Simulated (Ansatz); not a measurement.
Isolated molecules relaxed with PBE0-D4/def2-TZVP in Ansatz; ΔE leaves out vibrations. CBS: MP2 limit from def2 TZ/QZ plus the TZ coupled-cluster correction, frozen cores. This one scheme is used for every species, atoms too. For atomizations the MP2-based limit and the directly extrapolated one differ by several kJ/mol either way, and by 10 to 25 for some Ge, Se and Sn compounds, so smaller differences from it don't rank the levels. Functionals use def2-TZVPP. B3LYP here is the variant with VWN-RPA as its local correlation; programs differ in this. HSE06 is defined as in plane-wave codes. Open shells (•) are unrestricted, without spin–orbit coupling. Spin–orbit coupling would lower the free atoms: a little for C, F, Si. One conformer a species, not always the lowest.

`C=CC[Si](F)(F)F` → 3 C• + 3 F• + 5 H• + Si•  (atomization)

```
             level  ΔE (kJ/mol)  difference from CCSD(T)/CBS
       LDA (SPW92)       5998.3                        728.7
            PBE-D4       5352.1                         82.5
         revPBE-D4       5210.8                        -58.8
           BLYP-D4       5236.9                        -32.7
         r2SCAN-D4       5271.2                          1.6
            B97M-V       5262.7                         -6.9
           PBE0-D4       5250.3                        -19.3
          B3LYP-D4       5234.2                        -35.4
        r2SCANh-D4       5233.6                        -36.0
        r2SCAN0-D4       5179.7                        -89.9
          HSE06-D4       5253.7                        -15.9
          BHLYP-D4       5082.1                       -187.5
      CAM-B3LYP-D4       5276.9                          7.3
           ωB97X-V       5254.4                        -15.2
            B2PLYP       5207.3                        -62.3
          PBE-QIDH       5231.9                        -37.7
               PBE       5325.5                         55.9
            revPBE       5128.2                       -141.4
              BLYP       5178.5                        -91.1
            r2SCAN       5264.4                         -5.2
              PBE0       5227.9                        -41.7
             B3LYP       5191.6                        -78.0
           r2SCANh       5226.5                        -43.1
           r2SCAN0       5171.9                        -97.7
         CAM-B3LYP       5254.2                        -15.4
           LC-ωPBE       5249.4                        -20.2
       HF/def2-SVP       3924.3                      -1345.3
      MP2/def2-SVP       5072.4                       -197.2
     CCSD/def2-SVP       4898.0                       -371.6
  CCSD(T)/def2-SVP       4946.4                       -323.2
     HF/def2-TZVPP       3962.6                      -1307.0
    MP2/def2-TZVPP       5281.3                         11.7
SCS-MP2/def2-TZVPP       5208.6                        -61.0
CCSD(T)/def2-TZVPP       5134.2                       -135.4
     HF/def2-QZVPP       3975.6                      -1294.0
    MP2/def2-QZVPP       5363.5                         93.9
SCS-MP2/def2-QZVPP       5298.0                         28.4
      HF/CBS(def2)       3977.5                      -1292.1
     MP2/CBS(def2)       5416.7                        147.1
    CCSD/CBS(def2)       5193.6                        -76.0
       CCSD(T)/CBS       5269.6                            0
```

**Question.** What do rigid-rotor, harmonic-oscillator terms from PBE0-D4/def2-TZVP frequencies (298.15 K, 1 bar) make of the CCSD(T)/CBS value? (Estimate.)

**Answer.** Ansatz gave: ΔZPE = -210.7 kJ/mol, ΔH = +5109.3 kJ/mol, ΔS = 1319 J/(mol·K), ΔG = +4716.0 kJ/mol. Open shells count their whole term as degenerate. Modes under 50 cm⁻¹ make the entropy rough.

Largest T1 diagnostic among the species: 0.012.

Leaving LDA and LC-ωPBE aside and taking each functional with its dispersion term where it has one, the values spread over 270.0 kJ/mol, from BHLYP-D4 to PBE-D4. LDA lies +672.8 kJ/mol from PBE without D4, its usual overbinding. At CCSD(T), def2-SVP lies −323.3 kJ/mol from the extrapolated value and def2-TZVPP −135.4 kJ/mol: correlation converges slowly with the basis, and small sets miss more of it in the bonded molecule than in its fragments. From PBE to PBE0 (25 % exact exchange), in def2-TZVPP and without D4, ΔE moves by −97.7 kJ/mol: exact exchange takes away binding that semilocal exchange gives to molecules.
